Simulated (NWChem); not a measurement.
System: CH4F2OSi; SMILES F[Si](C)(O)F

Parts of the log:

```
             Northwest Computational Chemistry Package (NWChem) 7.3.0
             --------------------------------------------------------

                             Geometry "geometry" -> ""
                             -------------------------

 Output coordinates in angstroms (scale by  1.889725989 to convert to a.u.)

  No.       Tag          Charge          X              Y              Z
 ---- ---------------- ---------- -------------- -------------- --------------
    1 C                    6.0000     0.38399900    -1.79276600     0.00222700
    2 Si                  14.0000    -0.01835300    -0.00247200    -0.00070800
    3 O                    8.0000    -1.64096800     0.21680800    -0.00846400
    4 F                    9.0000     0.63896500     0.74584300    -1.27351100
    5 F                    9.0000     0.62696900     0.74816800     1.27683900
    6 H                    1.0000    -0.03490000    -2.28134900     0.89424800
    7 H                    1.0000     1.47346200    -1.94400300     0.00234200
    8 H                    1.0000    -0.03489400    -2.28361500    -0.88856800
    9 H                    1.0000    -1.98313200     1.11565800    -0.00930700

 Effective nuclear repulsion energy (a.u.)     260.5852377191

                                 NWChem DFT Module
                                 -----------------

 Summary of "ao basis" -> "ao basis" (spherical)
 ------------------------------------------------------------------------------
       Tag                 Description            Shells   Functions and Types
 ---------------- ------------------------------  ------  ---------------------
 C                          def2-svp                 6       14   3s2p1d
 Si                         def2-svp                 8       18   4s3p1d
 O                          def2-svp                 6       14   3s2p1d
 F                          def2-svp                 6       14   3s2p1d
 H                          def2-svp                 3        5   2s1p

            General Information
            -------------------
          SCF calculation type: DFT
          Wavefunction type:  closed shell.
          No. of atoms     :     9
          No. of electrons :    50
           Alpha electrons :    25
            Beta electrons :    25
          Charge           :     0
          Spin multiplicity:     1
          Use of symmetry is: off; symmetry adaption is: off
          Maximum number of iterations: 150
          AO basis - number of functions:    94
                     number of shells:    44
          Convergence on energy requested:  1.00D-06
          Convergence on density requested:  1.00D-05
          Convergence on gradient requested:  5.00D-04

              XC Information
              --------------
                         B3LYP Method XC Potential
                     Hartree-Fock (Exact) Exchange  0.200
                        Slater Exchange Functional  0.800 local
                    Becke 1988 Exchange Functional  0.720 non-local
              Lee-Yang-Parr Correlation Functional  0.810
                  VWN I RPA Correlation Functional  0.190 local

             Grid Information
             ----------------
          Grid used for XC integration:  medium
          Radial quadrature: Mura-Knowles
          Angular quadrature: Lebedev.
          Tag              B.-S. Rad. Rad. Pts. Rad. Cut. Ang. Pts.
          ---              ---------- --------- --------- ---------
          C                   0.70       49          10.0       434
          Si                  1.10       88           8.0       590
          O                   0.60       49          10.0       434
          F                   0.50       49          10.0       434
          H                   0.35       45          12.0       434
          Grid pruning is: on
          Number of quadrature shells:   464
          Spatial weights used:  Erf1

      Superposition of Atomic Density Guess
      -------------------------------------

 Sum of atomic energies:        -601.63664750

[...]

                     NWChem Electrostatic Potential Fit Module
                     -----------------------------------------

 Atom parameters

 Number of atoms is                                    9
 Number of basis functions is                         94

 Grid parameters

 Maximum number of grid points is                  39411
 Number of grid points is                          39410
 Grid range                                     0.300000 nm
 Grid spacing                                   0.020000 nm
 Probe radius                                   0.070000 nm
 Atom radius factor                             1.000000

 Atomic radii

    1    0.100000
    6    0.147000
    8    0.136000
    9    0.128000
   14    0.187000
 FASTESP  F
  using M.O. file = ./job.movecs

    Atom              Coordinates                           Charge

                                                  ESP

    1 C     0.038400   -0.179277    0.000223   -0.422968
    2 Si   -0.001835   -0.000247   -0.000071    1.184608
    3 O    -0.164097    0.021681   -0.000846   -0.738061
    4 F     0.063897    0.074584   -0.127351   -0.385593
    5 F     0.062697    0.074817    0.127684   -0.385269
    6 H    -0.003490   -0.228135    0.089425    0.108753
    7 H     0.147346   -0.194400    0.000234    0.095375
    8 H    -0.003489   -0.228362   -0.088857    0.109441
    9 H    -0.198313    0.111566   -0.000931    0.433712
                                            ------------
                                                0.000000

 Dipole moment                                  0.492136

 Quadrupole moment Qxx                         -0.918635
                   Qyy                          7.272377
                   Qzz                         -6.353742

 RMS deviation kJ/mol                           0.037133

 RRMS %                                        17.099114
```

Level: B3LYP/def2-SVP. The geometry was optimised at PBE0/def2-SVP.

Task: Reconstruct the input file.

Result: This is not unique; one that fits is the input that was run:
```
start job
memory heap 200 mb stack 900 mb global 1100 mb
geometry units angstroms noautosym nocenter noautoz
  C      0.383999    -1.792766     0.002227
  Si    -0.018353    -0.002472    -0.000708
  O     -1.640968     0.216808    -0.008464
  F      0.638965     0.745843    -1.273511
  F      0.626969     0.748168     1.276839
  H     -0.034900    -2.281349     0.894248
  H      1.473462    -1.944003     0.002342
  H     -0.034894    -2.283615    -0.888568
  H     -1.983132     1.115658    -0.009307
end
basis spherical
  * library def2-svp
end
dft
  xc b3lyp
  iterations 150
  mulliken
end
task dft energy
esp
  recalculate
  probe 0.07
  range 0.3
  factor 1.0
  spacing 0.02
end
task esp
```
